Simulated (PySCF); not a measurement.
## Te²⁷⁺: ionisation energy

Te²⁷⁺ [Ar] 3d7 (4F) → Te²⁸⁺ [Ar] 3d6 (5D), as a difference of total energies. Calculation: PySCF 2.14, in an uncontracted even-tempered set (17 s from 3.4 bohr⁻², ratio 2.5; 11 p from 4.4 bohr⁻², ratio 2.5; 8 d from 4.4 bohr⁻², ratio 2.5; 4 f from 20 bohr⁻², ratio 2.7; 3 g from 30 bohr⁻², ratio 2.7); no relativity, point nucleus. Correlated levels: outer shells: [Ne] frozen; virtual orbitals above 40 to 60 times the deepest correlated orbital energy dropped. The calculations carry no spin-orbit coupling.

```json
{"method": "UHF", "ionisation energy (eV)": "1541.3"}
{"method": "LDA", "ionisation energy (eV)": "1542.2"}
{"method": "PBE", "ionisation energy (eV)": "1542.5"}
{"method": "PBE0", "ionisation energy (eV)": "1542.8"}
{"method": "r2SCAN", "ionisation energy (eV)": "1543.7"}
{"method": "TPSS", "ionisation energy (eV)": "1542.6"}
{"method": "r2SCANh", "ionisation energy (eV)": "1543.7"}
{"method": "MP2 (outer shells)", "ionisation energy (eV)": "1542.5"}
{"method": "SCS-MP2 (outer shells)", "ionisation energy (eV)": "1542.6"}
```

A first-order spin-orbit estimate (lowest level to lowest level, LS coupling) adds 2.158 eV.

All relativistic terms are absent from these numbers, so their closeness to the reference says little about the methods.

For comparison: 1538 ± 4 eV (theoretical estimate listed by NIST; NIST Atomic Spectra Database, ionization energies).
